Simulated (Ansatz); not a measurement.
Reaction (cleavage of the Sb–Ge bond): `[NH2][GeH]([OH])[SbH2]` + `C=NCO` → `C=NC[O][SbH2]` + `[NH2][GeH2][OH]`

Program: Ansatz. Geometries: PBE0-D4/def2-TZVP. ΔE: electronic, gas phase. CCSD(T)/CBS adds triple-zeta CCSD(T) − MP2 to the extrapolated MP2 energy (def2 sets, frozen cores). DFT in def2-TZVPP. B3LYP here is the variant with VWN-RPA as its local correlation; programs differ in this. Elements past krypton have def2 core potentials. For Ge, Sb outer-core shells are correlated without core-valence functions, which leaves a few kJ/mol of doubt a bond. Scalar relativity is left out up to krypton. One conformer a species, not always the lowest.

`[NH2][GeH]([OH])[SbH2]`:

```xyz
10

N     0.289    1.197    1.188
Ge   -0.484   -0.278    0.442
O     0.278   -1.614    1.347
Sb   -0.061   -0.746   -2.127
H     1.257    1.341    0.938
H    -0.223    2.055    1.034
H    -1.998   -0.187    0.747
H     0.153   -2.465    0.922
H     1.508   -0.086   -1.982
H    -0.719    0.784   -2.509
```

`C=NCO`:

Cartesian coordinates in Å:
```
C -1.363 -0.393 -0.566
N -0.646 0.295 0.205
C 0.745 -0.058 0.337
O 1.552 1.074 0.197
H -2.420 -0.154 -0.670
H -0.977 -1.238 -1.152
H 1.079 -0.776 -0.424
H 0.865 -0.517 1.330
H 1.166 1.766 0.743
```

`C=NC[O][SbH2]`:

```xyz
11

C    -1.158   -1.327    0.378
N    -0.615   -1.347   -0.758
C     0.545   -0.535   -0.999
O     0.973    0.293    0.044
Sb    0.250    2.134    0.139
H    -2.032   -1.953    0.550
H    -0.792   -0.720    1.212
H     1.366   -1.226   -1.227
H     0.339    0.032   -1.918
H     1.652    2.723    0.922
H    -0.527    1.925    1.656
```

`[NH2][GeH2][OH]`:

Cartesian coordinates in Å:
```
N 0.955 0.706 0.741
Ge -0.044 -0.353 -0.349
O -1.549 0.559 -0.613
H 0.706 0.722 1.718
H 1.955 0.624 0.637
H -0.458 -1.723 0.243
H 0.745 -0.516 -1.660
H -2.308 -0.018 -0.717
```

| level | ΔE (kcal/mol) | difference from CCSD(T)/CBS |
| --- | --- | --- |
| ωB97X-V | 10.3 | -1.0 |
| ωB97M-V | 11.6 | 0.3 |
| PBE | 14.1 | 2.8 |
| r2SCAN | 12.4 | 1.1 |
| PBE0 | 14.7 | 3.4 |
| B3LYP | 12.2 | 0.9 |
| MP2/def2-TZVPP | 12.3 | 1.0 |
| SCS-MP2/def2-TZVPP | 10.6 | -0.7 |
| CCSD/def2-TZVPP | 11.8 | 0.5 |
| CCSD(T)/def2-TZVPP | 11.6 | 0.3 |
| HF/def2-QZVPP | 10.1 | -1.2 |
| MP2/def2-QZVPP | 11.8 | 0.5 |
| SCS-MP2/def2-QZVPP | 10.2 | -1.1 |
| HF/CBS(def2) | 10.0 | -1.3 |
| MP2/CBS(def2) | 12.0 | 0.7 |
| CCSD/CBS(def2) | 11.5 | 0.2 |
| CCSD(T)/CBS | 11.3 | 0 |

Largest T1 diagnostic among the species: 0.014.

CCSD(T)/CBS has its own doubt, a few kJ/mol and more with outer-core shells, so smaller differences from it don't rank the levels.
